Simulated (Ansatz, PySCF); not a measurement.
C3H6F2Si, SMILES C=CC[SiH](F)F. Atoms are numbered in the order given.

```xyz
12

Si     0.8467    -0.1189     0.1992
F      2.1348    -0.5092    -0.7032
F      1.0287     1.4347     0.6225
C     -0.7116    -0.2891    -0.8122
C     -1.8999     0.2081    -0.0390
C     -2.8171    -0.5643     0.5520
H      0.8691    -0.9409     1.4272
H     -0.5697     0.2809    -1.7475
H     -0.8265    -1.3518    -1.0872
H     -1.9713     1.2967     0.0735
H     -2.7851    -1.6563     0.4747
H     -3.6377    -0.1312     1.1293
```

Geometry: B3LYP-D3(BJ)/def2-SVP. The values are those of a single conformer.

Two levels are set side by side: PBE-D3(BJ)/def2-SVP (Ansatz, a program for electronic structure) and B3LYP-D3(BJ)/def2-SVP (Ansatz). Each level has its own optimised geometry; the coordinates shown are those of the second. Frequencies come from the Hessian of PySCF at each geometry. Differences are taken from unrounded values.

```
quantity                            B3LYP-D3(BJ)  PBE-D3(BJ)  PBE-D3(BJ) minus B3LYP-D3(BJ)
----------------------------------  ------------  ----------  -----------------------------
mean bond length (Å)                       1.356       1.365                          0.009
bond Si1–F2 (Å)                            1.620       1.632                          0.012
bond Si1–F3 (Å)                            1.621       1.632                          0.012
bond Si1–C4 (Å)                            1.866       1.874                          0.008
bond C4–C5 (Å)                             1.502       1.502                          0.000
bond C5–C6 (Å)                             1.337       1.346                          0.009
bond Si1–H7 (Å)                            1.478       1.493                          0.015
bond C4–H8 (Å)                             1.104       1.112                          0.008
bond C4–H9 (Å)                             1.104       1.111                          0.008
bond C5–H10 (Å)                            1.097       1.105                          0.008
bond C6–H11 (Å)                            1.095       1.103                          0.008
bond C6–H12 (Å)                            1.093       1.101                          0.008
highest harmonic wavenumber (cm⁻¹)          3232        3172                            -59
mean harmonic wavenumber (cm⁻¹)             1244        1209                            -35
zero-point energy (kcal/mol)               53.34       51.85                          -1.49
```

GGA bonds tend to be longer and softer than those of functionals with exact exchange. Differences between two approximate levels are no errors against the true value.
